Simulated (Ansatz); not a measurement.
AlH8NOSi2, SMILES `N[Si](O)([AlH2])[SiH3]`. The species carries charge 0 and has multiplicity 1. The geometry is a stationary point of PBE0-D4/def2-TZVP. It is one conformer, not always the lowest.

```xyz
13

N    -0.804    0.226    1.589
Si   -0.421   -0.033   -0.073
O    -1.643   -0.684   -1.006
Al    0.333    2.178   -0.871
Si    1.228   -1.697   -0.112
H    -1.287    1.053    1.901
H    -0.933   -0.538    2.234
H    -2.445   -0.166   -1.097
H    -0.575    3.467   -0.618
H     1.722    2.388   -1.617
H     2.501   -1.147    0.434
H     1.487   -2.183   -1.494
H     0.837   -2.864    0.731
```

**Question.** What is the dipole moment at ωB97M-V/def2-TZVPP? (Estimate.)

**Answer.** Computed: 2.48 D, with components (-1.90, 1.04, 1.22) D in this frame, pointing from negative to positive charge.

**Question.** And with PBE, r2SCAN, B3LYP? (Best estimate.)

**Answer.** The calculation gave: PBE 2.48 D, r2SCAN 2.51 D, B3LYP 2.47 D.

**Question.** Give the Mulliken charges with ωB97M-V, B3LYP, PBE in def2-TZVPP. (Best estimate.)

**Answer.** Computed: 
```tsv
atom	ωB97M-V	B3LYP	PBE
N1	-0.35	-0.39	-0.37
Si2	0.28	0.36	0.28
O3	-0.36	-0.38	-0.33
Al4	0.29	0.32	0.25
Si5	0.03	0.13	0.07
H6	0.12	0.14	0.15
H7	0.12	0.14	0.15
H8	0.17	0.17	0.18
H9	-0.11	-0.14	-0.11
H10	-0.11	-0.14	-0.11
H11	-0.03	-0.07	-0.05
H12	-0.02	-0.06	-0.05
H13	-0.03	-0.07	-0.05
```

B3LYP here is the variant with VWN-RPA as its local correlation; programs differ in this.
